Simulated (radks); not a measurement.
The numbers below are computed, except where a source is named.
Excited configurations of neutral carbon: one electron is placed in a higher orbital outside [He] 2s2 2p1. The ground configuration is [He] 2s2 2p2. Level of theory: Dirac Kohn-Sham, PBE, spin-unpolarised, spherical densities, point nucleus; open shells are shared between the two j in proportion to 2j + 1 (a radial shooting solver on a logarithmic mesh with Libxc functionals). Excitation = E - E(ground); binding = E(ion) - E, where the ion is the core of charge +1; n* = 1/sqrt(2 binding) in atomic units, and the quantum defect is n - n*. Eigenvalue and <r> are those of j = l + 1/2.

outer orbital  excitation (eV)  binding (eV)     n*  quantum defect  eigenvalue (eV)  <r> (bohr)
3s                       7.178         3.684  1.922           1.078           -2.054       5.758
3d                       9.262         1.599  2.917           0.083           -0.710       9.949
4p                       9.468         1.393  3.125           0.875           -0.813       14.71
4f                       9.954         0.907  3.873           0.127           -0.437       17.52
5p                      10.002         0.860  3.978           1.022           -0.541       24.85
5d                      10.180         0.681  4.470           0.530           -0.418       29.97
5f                      10.238         0.623  4.674           0.326           -0.366       29.77
7s                      10.392         0.470  5.382           1.618           -0.319       48.39
7p                      10.441         0.421  5.687           1.313           -0.284       53.37

The Delta-SCF ionisation energy is 10.861 eV (NIST Atomic Spectra Database: 11.260 eV, measured). Self-interaction in the functional shifts the binding energies and quantum defects, so they are the method's values and not measured ones. Spin polarisation and multiplet splitting are left out, so open shells lie too high by an amount that depends on their filling.

Beside tabulated values, note that spin-unpolarised runs miss the spin-polarisation part of the exchange energy of open shells.
